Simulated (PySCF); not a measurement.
CHN, charge -1, doublet, at a GFN2-xTB geometry (a state made from the parent by changing its charge; the spin is typed, not shown lowest) (in this run its highest filled SCF level lies above zero, so its values depend strongly on the basis, on diffuse functions most of all); MN15/def2-SVP run with PySCF.

Input for PySCF:
```python
from pyscf import gto, scf, dft

mol = gto.Mole()
mol.atom = '''
    C    -0.47037547    0.30848606   -0.07955998
    N     0.62066022   -0.22242958    0.06955599
    H    -1.52236873   -0.29390926   -0.00953208
'''
mol.basis = 'def2-svp'
mol.charge = -1
mol.spin = 1
mol.verbose = 4
mol.build()

mf = dft.UKS(mol)
mf.xc = 'mn15'
mf.grids.level = 5
mf.kernel()
```

What the program printed (banner, timings and long lists left out):

```
PySCF version 2.14.0

[INPUT] verbose = 4
[INPUT] num. atoms = 3
[INPUT] num. electrons = 15
[INPUT] charge = -1
[INPUT] spin (= nelec alpha-beta = 2S) = 1
[INPUT] symmetry False subgroup None
[INPUT] Mole.unit = angstrom
[INPUT] Symbol           X                Y                Z      unit          X                Y                Z       unit  Magmom
[INPUT]  1 C     -0.470375470000   0.308486060000  -0.079559980000 AA   -0.888880814014   0.582954166646  -0.150346572676 Bohr   0.0
[INPUT]  2 N      0.620660220000  -0.222429580000   0.069555990000 AA    1.172877832212  -0.420330988202   0.131441771423 Bohr   0.0
[INPUT]  3 H     -1.522368730000  -0.293909260000  -0.009532080000 AA   -2.876859960302  -0.555408006874  -0.018013020597 Bohr   0.0

nuclear repulsion = 22.5217114617575
number of shells = 15
number of NR pGTOs = 55
number of NR cGTOs = 33
basis = def2-svp
ecp = {}

******** <class 'pyscf.dft.uks.UKS'> ********
method = UKS
initial guess = minao
damping factor = 0
level_shift factor = 0
DIIS = <class 'pyscf.scf.diis.CDIIS'>
diis_start_cycle = 1
diis_space = 8
diis_damp = 0
SCF conv_tol = 1e-09
SCF conv_tol_grad = None
SCF max_cycles = 50
direct_scf = True
direct_scf_tol = 1e-13
number electrons alpha = 8  beta = 7
XC library pyscf.dft.libxc version 7.1.2
    S. Lehtola, C. Steigemann, M. J. T. Oliveira, and M. A. L. Marques,  SoftwareX 7, 1–5 (2018)
XC functionals = mn15
    H. S. Yu, X. He, S. L. Li, and D. G. Truhlar,  Chem. Sci. 7, 5032–5051 (2016)
    H. S. Yu, X. He, S. L. Li, and D. G. Truhlar,  Chem. Sci. 7, 5032–5051 (2016)
radial grids:
    Treutler-Ahlrichs [JCP 102, 346 (1995); DOI:10.1063/1.469408] (M4) radial grids

becke partition: Becke, JCP 88, 2547 (1988); DOI:10.1063/1.454033
pruning grids: <function nwchem_prune>
grids dens level: 5
symmetrized grids: False
atomic radii adjust function: <function treutler_atomic_radii_adjust>
small_rho_cutoff = 0
Set gradient conv threshold to 3.16228e-05
tot grids = 108632
init E= -93.115679707642

cycle= 1 E= -93.0833639010017  delta_E= 0.0323  |g|= 0.354  |ddm|= 1.52
cycle= 2 E= -92.9637816370925  delta_E= 0.12  |g|= 0.622  |ddm|= 1.87
cycle= 3 E= -93.153013320231  delta_E= -0.189  |g|= 0.0791  |ddm|= 1.01
cycle= 4 E= -93.1563476447084  delta_E= -0.00333  |g|= 0.0244  |ddm|= 0.114
cycle= 5 E= -93.1567213009685  delta_E= -0.000374  |g|= 0.00532  |ddm|= 0.0562
cycle= 6 E= -93.1567610862937  delta_E= -3.98e-05  |g|= 0.00202  |ddm|= 0.0131
cycle= 7 E= -93.1567742575864  delta_E= -1.32e-05  |g|= 0.000678  |ddm|= 0.00836
cycle= 8 E= -93.1567765326301  delta_E= -2.28e-06  |g|= 0.000237  |ddm|= 0.00344
cycle= 9 E= -93.1567767475132  delta_E= -2.15e-07  |g|= 7.72e-05  |ddm|= 0.000993
cycle= 10 E= -93.1567767711238  delta_E= -2.36e-08  |g|= 2.67e-05  |ddm|= 0.000394
cycle= 11 E= -93.1567767733902  delta_E= -2.27e-09  |g|= 1.01e-05  |ddm|= 0.000133
cycle= 12 E= -93.156776773612  delta_E= -2.22e-10  |g|= 4.04e-06  |ddm|= 5.69e-05
Extra cycle  E= -93.1567767736055  delta_E= 6.54e-12  |g|= 6.63e-06  |ddm|= 1.04e-05
converged SCF energy = -93.1567767736055  <S^2> = 0.75502466  2S+1 = 2.0050184
```
